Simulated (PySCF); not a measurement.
Diatomic cations of Tl with group 13

CCSD(T) with double-zeta basis sets in PySCF, for the lowest determinant that a PBE0 search found; no spin–orbit coupling. De refers to high-spin ground-configuration atoms (the charge goes to the atom of lower measured ionisation energy or higher electron affinity, which is not always the lowest computed limit).

```csv
M,basis,"reference, frozen orbitals",charged atom,state (unpaired electrons),Re (Å),ωe (cm⁻¹),De (eV)
B,aug-cc-pVDZ-PP/aug-cc-pVDZ,"UHF, 5",Tl+,doublet (σ ↑),3.157,160,n/a
Al,def2-SVP,"UHF, 9",Al+,doublet (σ ↑),3.435,111,n/a
In,def2-SVP,"UHF, 8",In+,doublet (σ ↑),3.582,64.4,n/a
Tl,def2-SVP,"UHF, 8",Tl+,doublet (σ ↑),3.638,52.5,1.17
```

The shortest bond is that of TlB⁺ (3.157 Å), the longest that of Tl₂⁺ (3.638 Å).

The rows differ in basis set, which adds steps of its own.

Down a group the atoms grow and get heavier, so bonds lengthen and wavenumbers fall; this series shows no clear exception.

Correlated steps freeze the inner cores (5 to 9 orbitals); shallow outer-core shells are correlated. Correlated levels converge slowly with the basis: in double zeta they bind strong bonds too weakly, by up to about 1 eV, and carry superposition errors of some tenths. These are scalar-relativistic numbers at best; spin–orbit coupling would shift them, the dissociation energy most. States were picked by a PBE0 search and need not be the measured ground states.
